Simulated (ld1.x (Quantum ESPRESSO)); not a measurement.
Ranking TM potentials for Co

All share these settings but for the change named:

```
Element                 : Co
Generator               : ld1.x (Quantum ESPRESSO) 7.5
Type                    : norm-conserving Troullier–Martins (Kleinman–Bylander form)
Functional              : LDA (PZ)
Relativity              : scalar-relativistic
Frozen core             : [Ne]
Valence charge          : 17
Reference configuration : 3s2 3p6 3d7 4s2 4p0
Partial waves           : 3s (bound): rc 1.00 bohr; 3p (bound): rc 1.35 bohr; 3d (bound): rc 1.35 bohr
Local potential         : all-electron potential smoothed inside 1.30 bohr (lloc = -2)
Core correction         : none
```

Occupied shells without a wave of their own: 4s. They enter only through the test configuration that unscreens the potential.

Test errors are all-electron minus pseudo excitation energies from the reference, over 3s2 3p6 3d7 4s1 4p0; 3s2 3p6 3d7 4s0 4p0; 3s2 3p6 3d6 4s0 4p0; 3s2 3p6 3d7 4s1.5 4p0; 3s1 3p6 3d7 4s2 4p0; 3s2 3p6 3d8 4s0 4p0; 3s2 3p6 3d7 4s0 4p1. None of these files shows a bound ghost.

The base gives 1009.3 meV.

Of 7 variants that were run, those that failed, showed a ghost or another fault, or gave nearly equal values are left out.

A variant can come out equal or close to the base, since the largest error may sit in a test that the change hardly touches while other tests move.

(1) Rank these variants by their largest absolute test error, smallest first.
A. wave 3s (bound): rc 1.00 bohr becomes 3s (bound): rc 0.90 bohr
B. wave 3s (bound): rc 1.00 bohr becomes 3s (bound): rc 0.68 bohr
C. wave 3s (bound): rc 1.00 bohr becomes 3s (bound): rc 1.04 bohr

## Answers

(1) B (651.0 meV), A (843.8 meV), C (1058.1 meV).
